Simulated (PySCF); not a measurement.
A GIAO shielding run with PySCF 2.14.0 with density-fitted response routines (density fitting, non-relativistic, gas phase) on SMILES C[Si](C)(C)C, C$_{4}$H$_{12}$Si:

```
$ OMP_NUM_THREADS=1 python probes_run.py task.json out

{"job": {"kind": "nmr", "xc": "LC-wPBE", "basis": "pcSseg-0", "pop": false}, "charge": 0, "multiplicity": 1}
C     -0.406572    -1.213421    -1.419378
Si    -0.001168    -0.000673    -0.001754
C      0.008130     1.785545    -0.675355
C     -1.319794    -0.154927     1.370252
C      1.716091    -0.415535     0.721562
H     -1.379676    -1.003559    -1.853159
H     -0.418731    -2.241638    -1.070248
H      0.327027    -1.147965    -2.217335
H      0.242457     2.501867     0.106393
H     -0.958122     2.057909    -1.089187
H      0.746490     1.907664    -1.462097
H     -2.312057     0.075313     0.994143
H     -1.350945    -1.160472     1.779082
H     -1.116988     0.525824     2.191677
H      1.746276    -1.426357     1.117085
H      2.493128    -0.336762    -0.032799
H      1.977455     0.259220     1.531210
```

Hardware: 1 thread of an Intel Xeon, shared host.

Problem. How large is the calculation?

Solution. 50 electrons, 73 basis functions and 687 auxiliary functions.

Problem. How long does it take, and how much memory does it need?

Solution. 8.4 s of wall time, with 10 SCF cycles and 5 response iterations; peak memory 0.5 GiB. Times on a shared host scatter by some tens of per cent.

Problem. And these other runs on the same molecule and hardware: GIAO shielding at HCTH407/pcSseg-0; GIAO shielding at HSE06/pcSseg-0; GIAO shielding at OLYP/pcSseg-0; GIAO shielding at PW91/pcSseg-0; GIAO shielding at X3LYP/pcSseg-0; GIAO shielding at revPBE/pcSseg-0?

Solution. HCTH407/pcSseg-0: 73 functions, 6.2 s; HSE06/pcSseg-0: 73 functions, 7.6 s; OLYP/pcSseg-0: 73 functions, 5.9 s; PW91/pcSseg-0: 73 functions, 6.3 s; X3LYP/pcSseg-0: 73 functions, 4.2 s; revPBE/pcSseg-0: 73 functions, 7.1 s.
